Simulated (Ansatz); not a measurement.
Cost and result for the atomization energy of C2H6BFO, SMILES `COCBF` (11 atoms, 10 bonds).

Cartesian coordinates in Å:
```
C -1.451 0.576 -0.019
O -0.310 0.783 0.764
C 0.865 0.354 0.113
B 1.065 -1.199 0.046
F 2.148 -1.662 -0.561
H -1.407 1.157 -0.952
H -1.584 -0.484 -0.280
H -2.314 0.904 0.561
H 0.954 0.807 -0.891
H 1.712 0.764 0.682
H 0.323 -2.001 0.539
```

The species carries charge 0 and has multiplicity 1. The structure was optimised at the PBE0-D4/def2-TZVP level. It is one conformer, not always the lowest. Program: Ansatz. All runs use 4 threads of an Arm Neoverse V1 on a shared host. Times are those of one run each, without the atoms' runs, and a repeat can differ threefold. Electronic energies, without spin–orbit coupling; frozen cores. CCSD(T)/CBS adds CCSD(T) − MP2 in def2-TZVPP to the MP2 limit, and its time is that of the two runs behind it. T1 = 0.012. B3LYP takes the VWN-RPA correlation (the form of Gaussian; ORCA's B3LYP/G).

CCSD(T)/CBS is a level of theory with its own doubt, some kJ/mol a heavy atom from the limit and from the frozen cores, so smaller differences don't rank the functionals.

```
                             level  functions  wall time
   PBE-D4/def2-TZVPP (with forces)        239      1.9 s
                PBE0-D4/def2-TZVPP        239      2.2 s
 B3LYP-D4/def2-TZVPP (with forces)        239      3.2 s
r2SCAN-D4/def2-TZVPP (with forces)        239      3.9 s
                 B2PLYP/def2-TZVPP        239      4.1 s
                ωB97X-V/def2-TZVPP        239        6 s
  ωB97M-V/def2-TZVPP (with forces)        239        9 s
                    MP2/def2-QZVPP        465       19 s
                CCSD(T)/def2-TZVPP        239    2.2 min
                 CCSD(T)/CBS(def2)          –    2.5 min
```

What atomization energy does each give, and how far from CCSD(T)/CBS? (Estimate.)

Ansatz gave: 
```csv
level,atomization (kJ/mol),difference from CCSD(T)/CBS,per bond
PBE-D4/def2-TZVPP (with forces),4401.8,105.2,10.5
PBE0-D4/def2-TZVPP,4317.3,20.7,2.1
B3LYP-D4/def2-TZVPP (with forces),4309.1,12.5,1.3
r2SCAN-D4/def2-TZVPP (with forces),4322.4,25.8,2.6
B2PLYP/def2-TZVPP,4271.4,-25.2,-2.5
ωB97X-V/def2-TZVPP,4310.9,14.3,1.4
ωB97M-V/def2-TZVPP (with forces),4320.5,23.9,2.4
MP2/def2-QZVPP,4343.1,46.5,4.7
CCSD(T)/def2-TZVPP,4199.0,-97.6,-9.8
CCSD(T)/CBS(def2),4296.6,0.0,0.0
```

The D4 term adds +25.3 kJ/mol with B3LYP and +13.3 kJ/mol with PBE0; it sums over pairs of atoms, weighted by their polarisabilities, and B3LYP, whose exchange is more repulsive, gets the larger term. In def2-TZVPP, CCSD(T) changes the Hartree–Fock value by +999.2 kJ/mol (the triples alone add +57.5 kJ/mol) and MP2 by +1085.7 kJ/mol; breaking electron pairs costs correlation energy, which Hartree–Fock lacks. From PBE to PBE0 (25 % exact exchange), in def2-TZVPP and without D4, the atomization energy moves by −81.8 kJ/mol: exact exchange takes away binding that semilocal exchange gives to molecules.
